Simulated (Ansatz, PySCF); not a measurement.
This Ansatz (an electronic-structure program) input computes a B3LYP/def2-TZVPD energy:

Ansatz 0.2 input:
```yaml
crystal:
  periodic: [false, false, false]
  atoms:
    - {symbol: Mg, position_ang: [-0.00000000, -0.00000000, -0.73115577]}
    - {symbol: F, position_ang: [0.00000000, 0.00000000, 0.97487436]}
basis:
  gaussian:
    orbitals: def2-TZVPD
hamiltonian:
  xc: {name: B3LYP}
total_charge: 1
output: {forces: true}
```

Question: Write an input for the same energy in PySCF and say what it gives.

Answer: 
```python
from pyscf import gto, scf, dft

mol = gto.M(
    atom='''
    Mg   -0.00000000   -0.00000000   -0.73115577
    F     0.00000000    0.00000000    0.97487436
    ''',
    basis='def2-tzvpd',
    charge=1,
    spin=0,
    verbose=4,
)

mf = dft.RKS(mol, xc='b3lyp').density_fit(auxbasis='def2-universal-jkfit')
mf.grids.level = 3
mf.conv_tol = 1e-9
mf.max_cycle = 100
mf.max_memory = 1500
mf.kernel()
if not mf.converged:
    mf = mf.newton()
    mf.kernel(mf.make_rdm1())
mf.analyze()
```
It gives -299.72923 Eh, and Ansatz -299.72921 Eh, a difference of 0.02 mEh, from the treatment of integrals and grids.
